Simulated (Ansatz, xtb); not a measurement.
# F2H3OSi2: where a starting geometry ends

The starting geometry of this gas-phase doublet was built from a drawn formula by distance geometry and a force field; its bonds are those of `[OH2+][Si-](F)[SiH]F`.

```xyz
8

F    -3.1458   -0.8871    0.2417
F     0.5656    0.0168   -0.0285
O    -1.9136    1.3528    0.0194
Si   -2.2067    0.1154    1.1010
Si   -0.0015   -0.9114    1.2112
H    -0.9785    1.2913   -0.3133
H    -2.4985    1.2086   -0.7576
H     0.5688   -0.3268    2.4986
```

Question: Predict what it relaxes into with r2SCAN-D4/def2-SVP.

Answer: It keeps its links, though one stretches towards breaking, and is `[OH2+][Si-](F)[SiH]F`. Distances that change by over a tenth: O3–Si4 (1.67 → 2.00 Å).

The energy falls by 1.26 eV over 9 steps:

```
step  E − E(last) (eV)
   1             1.262
   2             0.426
   3             0.097
   4             0.043
   5             0.015
   6             0.005
   7             0.003
   8             0.000
   9             0.000
```

Final geometry (Å):

```xyz
8

F    -3.3145   -0.7555    0.3560
F     0.4856    0.4956    0.1456
O    -1.8745    1.3017   -0.1539
Si   -2.3339    0.1060    1.3776
Si   -0.0701   -0.8491    1.0768
H    -0.8808    1.2171   -0.2583
H    -2.2790    0.9155   -0.9512
H     0.6569   -0.5718    2.3798
```

From the same start GFN2-xTB ends elsewhere, in pieces: F2HSi2 + H2O.

The end wasn't checked by frequencies. Open shells are spin-unrestricted. Run with Ansatz 0.2.0, 68 s on 2 threads of Arm Neoverse V2, with other jobs on the host.
